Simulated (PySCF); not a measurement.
Field gradients at the hydrogen positions

Species: C₇H₁₅P.
Cartesian coordinates in Å at the PBE0-D3(BJ)/def2-SVP level; atoms count from 1:
```
atom  x, y, z in Å
C1     0.8061   -2.1287    0.6709
P2     0.1721   -0.7114    0.0488
C3     1.4183    0.1689   -0.9698
C4     2.6848    0.5293   -0.2118
C5    -1.3705   -0.5344   -1.0067
C6    -2.0194    0.7702   -0.5606
C7    -1.9030    0.8157    0.9667
C8    -0.4686    0.4414    1.3459
H9     1.3925   -2.7645    0.0029
H10    0.2637   -2.6193    1.4830
H11    1.6431   -0.5107   -1.8096
H12    0.9316    1.0560   -1.4080
H13    3.1179   -0.3649    0.2574
H14    3.4330    0.9775   -0.8828
H15    2.4819    1.2550    0.5916
H16   -1.1400   -0.5866   -2.0815
H17   -2.0073   -1.3997   -0.7592
H18   -1.4827    1.6302   -0.9994
H19   -3.0673    0.8563   -0.8900
H20   -2.1918    1.7978    1.3718
H21   -2.5995    0.0777    1.3990
H22   -0.3744   -0.0480    2.3249
H23    0.1916    1.3232    1.3636
```

Level: PBE0/pcSseg-1 (PySCF, non-relativistic); Q(2H) = 0.00286 b; rigid geometry, the same for H and D, with no vibrational averaging.

Question: Rank these positions by the coupling χzz of a deuteron there, largest first.
A. H9 (hydrogen on carbon)
B. H22 (methylene hydrogen)
C. H17 (methylene hydrogen)

Answer: A (219 kHz), B (198 kHz), C (194 kHz).

Q: Tabulate Vzz, the asymmetry η and χzz = 234.96 MHz × Q × Vzz for every hydrogen position.

A: 
```csv
atom,bonded to,bond length (Å),Vzz (au),η,χzz (kHz)
H9,C1,1.093,0.3266,0.17,219
H10,C1,1.093,0.3264,0.17,219
H11,C3,1.103,0.2861,0.03,192
H12,C3,1.103,0.2876,0.03,193
H13,C4,1.099,0.2883,0.03,194
H14,C4,1.100,0.2934,0.03,197
H15,C4,1.101,0.2911,0.04,196
H16,C5,1.100,0.2958,0.02,199
H17,C5,1.102,0.2883,0.02,194
H18,C6,1.105,0.2829,0.01,190
H19,C6,1.102,0.2891,0.01,194
H20,C7,1.101,0.2901,0.01,195
H21,C7,1.103,0.2837,0.01,191
H22,C8,1.099,0.2945,0.01,198
H23,C8,1.102,0.2906,0.02,195
```

Q: How does χzz go with the bond length over the 15 C–H bonds?

A: A straight-line fit has a slope of -24.9 kHz for each 0.01 Å, with a correlation coefficient of -0.95, over lengths from 1.093 to 1.105 Å. The longer bonds have the smaller couplings here.

Q: Give the 2H NMR doublet splittings at H21 for a magnetic field along the z, y and x axes of the gradient: 3χ/2, 3χ(1 + η)/4, 3χ(1 − η)/4.

A: With |χ| = 190.7 kHz and η = 0.011: 286, 145 and 141 kHz, to first order and without motion.

One conformer (not necessarily the lowest) at the PBE0-D3(BJ)/def2-SVP geometry, without solvent, vibrations or thermal averaging. The small basis limits the accuracy of the gradients.

These values come from a run that also computed NMR shieldings. Hardware: one thread of an Arm Neoverse V1, shared host with 32 logical CPUs at a one-minute load of 10. Cost: 53 s wall (with the writing of density and orbital grids), 1.0 GiB resident at most.
